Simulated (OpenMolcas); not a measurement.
**O I: the spin-orbit constant, Slater's ratio, thermal populations, worked from levels**

```json
{
 "Program": "OpenMolcas 26.06",
 "Basis": "ANO-RCC-VTZP [4s3p2d1f]",
 "Scalar Hamiltonian": "DKH2, point nucleus",
 "Active space": "6 electrons in 4 orbitals (2s 2p)",
 "State averaging": "2S+1 = 3 even, 3 roots; 2S+1 = 1 even, 6 roots",
 "Spin-orbit coupling": "state interaction with AMFI integrals over the reference wave functions, term energies averaged over their components"
}
```

Methods: CASSCF; SS-CASPT2, IPEA 0.25 Eh, imaginary shift 0.1 Eh (closed shells correlated: 1s). Measured levels: NIST Handbook of Basic Atomic Spectroscopic Data.

**The spin-orbit constant.** For the Hund term 3P of p4, E(J) = (A/2) J(J+1) + constant and ζ = -2S·A = -2A. From J = 0 to J = 2 the energy changes by 3 A.

| Source | E(2) - E(0) | A | ζ |
| --- | --- | --- | --- |
| CASSCF | -222.3 | -74.1 | 148 |
| SS-CASPT2 | -222.4 | -74.1 | 148 |
| measured | -227.0 | -75.7 | 151 |

All in cm-1. SS-CASPT2 is off by -2.0 % and CASSCF by -2.1 %. Both methods take the spin-orbit matrix elements from the reference wave functions, so the second can move ζ only through the term energies and any multistate remixing. Second-order mixing with other terms is absorbed into this ζ.

**Slater's ratio.** With one set of orbitals, p4 has 1D - 3P = 6 F2 and 1S - 1D = 9 F2 (F2 = F²/25), a ratio of 3/2. Term energies are centres of gravity, weighted by 2J + 1.

```csv
Source,1D - 3P,1S - 3P,F2 from the first,Ratio
CASSCF,17625,31913,2938,0.811
SS-CASPT2,15782,33248,2630,1.107
measured,15790,33715,2632,1.135
```

Energies in cm-1. A ratio away from 3/2 shows effects beyond one configuration with one set of orbitals, and in heavier atoms second-order spin-orbit shifts. In CASSCF the valence s occupation is 1.92 in 1S against 2.00 in 1D: mixing out of s² acts most on 1S and pulls it down.

**Thermal populations.** Z = Σ (2J + 1) exp(-E/kT) with k = 0.695035 cm-1/K, over the levels below. No other level of either list lies under 73700 cm-1, which is above 7 kT at each temperature.

| Level | 2J + 1 | SS-CASPT2 | measured |
| --- | --- | --- | --- |
| 2s2 2p4 3P2 | 5 | 0.0 | 0.0 |
| 2s2 2p4 3P1 | 3 | 149 | 158 |
| 2s2 2p4 3P0 | 1 | 222 | 227 |
| 2s2 2p4 1D2 | 5 | 15860 | 15868 |
| 2s2 2p4 1S0 | 1 | 33320 | 33793 |

| T (K) | Z, SS-CASPT2 | Z, measured levels | Ground level (%), SS-CASPT2 | Ground level (%), measured levels |
| --- | --- | --- | --- | --- |
| 5000 | 8.864 | 8.855 | 56.4 | 56.5 |
| 8000 | 9.173 | 9.166 | 54.5 | 54.5 |
| 12000 | 9.686 | 9.680 | 51.6 | 51.7 |

At 12000 K, kT = 8340 cm-1, and the computed levels give Z = 5.000 + 2.947 + 0.974 + 0.747 + 0.018 = 9.686.

Term energies are means over components that CASPT2 splits; among the terms shown or strongly mixed into the levels shown the widest spread is 120 cm-1 (2s2 2p4 1D, SS-CASPT2). Without dynamic correlation excited terms often stand tens of per cent too high (terms of higher spin than the ground term too low), and those without a measured partner can miss by more than the paired ones (holds for CASSCF). Computed and measured levels are paired by configuration, term and J; levels that our copy of the source lacks, or whose pairing is in doubt (as where it misses far off the trend of its configuration), stay unpaired and out of the deviations. Levels of configurations outside the active space are missing.
